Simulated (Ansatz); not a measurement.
Basis-set extrapolation for CH$_{5}$ClO$_{2}$Si$_{2}$ (`O=C([SiH3])[SiH](O)Cl`) (PBE0-D4/def2-TZVP geometry, frozen core, Ansatz 0.2.0). Multiplicity 1, RHF reference.

|  | def2-TZVPP | def2-QZVPP |
| --- | --- | --- |
| HF | -1228.067451 | -1228.107257 |
| MP2 correlation | -1.050897 | -1.137992 |
| CCSD(T) correlation | -1.147571 | not run |

Energies in hartree. Use E(X) = E(∞) + A·exp(−7.88·√X) for Hartree–Fock and E(X) = E(∞) + B·X^(−2.97) for correlation, with X = 3 and 4, and add CCSD(T) minus MP2 of the smaller set to the MP2 limit.

**Question.** What is the CCSD(T) energy at the basis-set limit?

**Answer.** HF limit: -1228.107257 + (-0.039806) × 0.13774 = -1228.11274. MP2 limit: -1.137992 + (-0.087095) × 0.74074 = -1.20251. Higher-order term: -1.147571 − (-1.050897) = -0.09667. Total: -1229.41192 hartree, 517.0 kJ/mol below CCSD(T)/def2-TZVPP.
